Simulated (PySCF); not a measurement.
## What an electron can do to InF

r²SCAN in PySCF with def2-TZVPPD on every atom (core potentials on In), for the lowest determinant that a PBE0 search found; no spin–orbit coupling.

| species | state (unpaired electrons) | Re (Å) | ωe (cm⁻¹) | energy of the minimum from the neutral (eV) | De (eV) | dissociates to |
| --- | --- | --- | --- | --- | --- | --- |
| InF | singlet (closed shell) | 1.997 | 525 | 0.00 | 5.61 | In + F |
| InF⁺ | doublet (σ ↑) | 1.912 | 586 | 9.91 | 1.40 | In⁺ + F |
| InF⁻ | doublet (π ↑) | 2.077 | 421 | -0.17 | 2.46 | In + F⁻ |

Work out the lowest energy to break InF into atoms, from its vibrational ground state.

D0 = De − ωe/2 = 5.61 − 0.03 = 5.58 eV (r²SCAN/def2-TZVPPD).

Work out the ionisation energy of the In atom at this level and the threshold of dissociative ionisation.

IE(In) = 9.91 + 1.40 − 5.61 = 5.70 eV, so In⁺ + F + e⁻ appears at D0 + IE(In) = 11.28 eV (r²SCAN/def2-TZVPPD). The measured IE(In) is 5.786 eV (NIST ASD).

Work out the electron affinity of the F atom and the threshold of dissociative attachment.

EA(F) = 5.61 − 2.46 − (-0.17) = 3.32 eV, so In + F⁻ needs D0 − EA(F) = 2.26 eV (r²SCAN/def2-TZVPPD). The measured EA(F) is 3.401 eV.

At which energy does ion-pair formation open?

In⁺ + F⁻ lies at D0 + IE(In) − EA(F) = 7.96 eV (r²SCAN/def2-TZVPPD).

These are thermodynamic thresholds; the onsets seen under electron impact lie higher where the geometry changes, and cross-sections peak well above them.

Spin–orbit coupling is left out, which matters for elements this heavy, above all for dissociation energies. For an ion De counts to the pair picked by the measured ionisation energies or electron affinities, which need not be the lowest pair at this level. The highest Kohn–Sham level is positive in this anion. Much of that is self-interaction error, but it also means that the finite basis helps to hold the extra electron. States were picked by a PBE0 search and need not be the measured ground states.
